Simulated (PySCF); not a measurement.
## Computed data sheet: `COc1cc[n-]c1F`

Compound: C₅H₅FNO (charge -1).
Bonds: C1–O2, O2–C3, C3–C4 (aromatic), C4–C5 (aromatic), C5–N6 (aromatic), N6–C7 (aromatic), C7–F8, C3–C7 (aromatic). Hydrogens: H9, H10, H11 on C1; H12 on C4; H13 on C5.

Structural features include: ether and C–F bond.

GFN2-xTB geometry:

| Property | Result |
| --- | --- |
| Point group of the GFN2-xTB geometry | Cs |
| Rotational constants A, B, C of the GFN2-xTB geometry | 3.591, 2.022, 1.304 GHz |

PBE0/pcSseg-1 ground state and GIAO shieldings, non-relativistic (PySCF):

| Quantity | Value |
| --- | --- |
| HOMO energy | -0.19 eV |
| LUMO energy | 5.49 eV |
| HOMO–LUMO gap | 5.68 eV |
| Lowest Hirshfeld atomic charge | -0.32 e on N6 |
| Highest Hirshfeld atomic charge | +0.02 e on H9/H10/H11 |
| 13C chemical shifts (computed TMS as zero) by class | 150.0 (C7), 125.5 (C3), 110.1 (C5), 90.3 (C4), 59.1 (C1) ppm |
| 1H chemical shifts (computed TMS as zero) by class | 5.66 (H13), 5.15 (H12), 3.82 (H9/H10/H11) ppm |
| Isotropic shieldings of nuclei other than C and H, by class | 9 (N6), 288 (O2), 336 (F8) ppm |
| Mayer bond orders between heavy atoms | C1–O2 0.97, O2–C3 0.89, C3–C4 1.34, C4–C5 1.44, C5–N6 1.42, N6–C7 1.47, C7–F8 0.88, C7–C3 1.40 |

Monoisotopic mass of the ion (most abundant isotopes, electron mass counted): 114.0361 u.

With B = h/(8π²I), that is 505.379 GHz u Å² over I, the principal moments of inertia are 140.7, 249.9 and 387.4 u Å² (most abundant isotopes); the inertial defect Ic − Ia − Ib is -3.2 u Å² (zero for a rigid planar frame, negative otherwise). The rotational constants make it an asymmetric top with κ = (2B − A − C)/(A − C) = -0.37, nearer the prolate limit (−1).

Isolated species at its GFN2-xTB geometry (one conformer only). NMR classes are plain means over equivalent atoms (diastereotopic ones count apart unless rotation or inversion swaps them), as if these changed places fast; in this geometry the members of some classes differ. No diffuse functions stand in pcSseg-1, which bears on an anion's orbital energies.

Shape of the structure used: `[CH3:1][O:2][c:3]1[cH:4][cH:5][n-:6][c:7]1[F:8]`: C1–O2–C3–C4 180°.
